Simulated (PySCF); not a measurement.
Input and output

[Pb(H2O)6]4+ (singlet). PySCF 2.14.0, RKS PBE0, Pb def2-SVP with ECP60, O def2-SVP, H def2-SVP; non-relativistic Hamiltonian with scalar-relativistic core potentials where named; density fitting; no spin-orbit coupling. The geometry is an unrelaxed template.

```python
mol = gto.M(atom='''
Pb     0.00000     0.00000     0.00000
O      0.00000     0.00000     2.18000
H      0.54450     0.54450     2.77000
H     -0.54450    -0.54450     2.77000
O      0.00000     0.00000    -2.18000
H      0.54450    -0.54450    -2.77000
H     -0.54450     0.54450    -2.77000
O      2.18000     0.00000     0.00000
H      2.77000    -0.54450     0.54450
H      2.77000     0.54450    -0.54450
O      0.00000     2.18000     0.00000
H      0.54450     2.77000     0.54450
H     -0.54450     2.77000    -0.54450
O     -2.18000     0.00000     0.00000
H     -2.77000     0.54450     0.54450
H     -2.77000    -0.54450    -0.54450
O     -0.00000    -2.18000     0.00000
H     -0.54450    -2.77000     0.54450
H      0.54450    -2.77000    -0.54450''',
    basis={'Pb': 'def2-SVP', 'O': 'def2-SVP', 'H': 'def2-SVP'},
    ecp={'Pb': 'def2-SVP'},
    charge=4, spin=0)
mf = dft.RKS(mol, xc='PBE0')
mf.grids.atom_grid = (50, 194)
mf = mf.density_fit()  # fitting sets: Pb def2-universal-JKFIT, O def2-universal-JKFIT, H def2-universal-JKFIT
mf.conv_tol = 1e-08; mf.max_cycle = 55
mf.kernel(dm0)  # dm0: free metal ions and neutral atoms
```

Run from Python with OMP_NUM_THREADS=4; the lines above give its settings. Where DIIS fails, smearing, a level shift and second-order steps follow.
It took 5.3 s on 4 threads of Intel(R) Xeon(R) Platinum 8488C (Sapphire Rapids), on a shared host, peak memory 1.1 GiB.

**Question.** Where do the frontier levels lie, over both spins?

**Answer.** HOMO -28.71 eV, LUMO -23.50 eV. 

**Question.** What are the Mulliken charges and spins?

**Answer.** 
| atom | charge (e) | spin (e) |
| --- | --- | --- |
| Pb1 | 1.549 | 0.000 |
| O2 | -0.237 | 0.000 |
| H3 | 0.322 | 0.000 |
| H4 | 0.322 | 0.000 |
| O5 | -0.237 | 0.000 |
| H6 | 0.322 | 0.000 |
| H7 | 0.322 | 0.000 |
| O8 | -0.241 | 0.000 |
| H9 | 0.325 | 0.000 |
| H10 | 0.325 | 0.000 |
| O11 | -0.237 | 0.000 |
| H12 | 0.322 | 0.000 |
| H13 | 0.322 | 0.000 |
| O14 | -0.241 | 0.000 |
| H15 | 0.325 | 0.000 |
| H16 | 0.325 | 0.000 |
| O17 | -0.237 | 0.000 |
| H18 | 0.322 | 0.000 |
| H19 | 0.322 | 0.000 |
